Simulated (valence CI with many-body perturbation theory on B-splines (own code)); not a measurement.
## Which ion has this spectrum?

A relativistic CI+MBPT calculation for an atom or ion with 13 electrons gives these levels (eV):

```
  J  Parity       E     g
1/2     odd   0.000  0.67
3/2     odd   0.069  1.33
1/2    even   7.045  2.67
3/2    even   7.070  1.73
5/2    even   7.111  1.60
3/2    even   9.281  0.80
5/2    even   9.285  1.20
1/2    even  12.430  2.00
1/2    even  13.526  0.67
3/2    even  13.573  1.33
3/2    even  14.493  0.80
5/2    even  14.495  1.20
1/2    even  14.616  2.00
1/2     odd  17.529  0.67
```

The energies are calculated, with errors of about 60 cm⁻¹, more in some levels.

(1) Which is it?
A. P2+
B. Ar5+
C. Si+
D. Al

## Answers

(1) A. P2+, ground level 3s²3p ²P°_1/2.
